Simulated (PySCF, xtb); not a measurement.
Zn(Me) (CH3Zn), SMILES [CH3][Zn+], charge +1.

Harmonic wavenumbers (cm⁻¹) from GFN2-xTB run with xtb 6.7.1 at its own minimum, in rising order: 429, 722, 722, 1137, 1288, 1289, 2911, 2941, 2943.

**Question.** What does r2SCAN-D4/def2-TZVP (PySCF 2.14.0) give at its own minimum? (An estimate is asked for; the answer gives what the named calculation found.)

**Answer.** 493, 763, 763, 1141, 1408, 1408, 3060, 3205, 3205. Paired by order, the mean absolute difference is 118 cm⁻¹ and the zero-point energies are 20.6 and 22.1 kcal/mol.
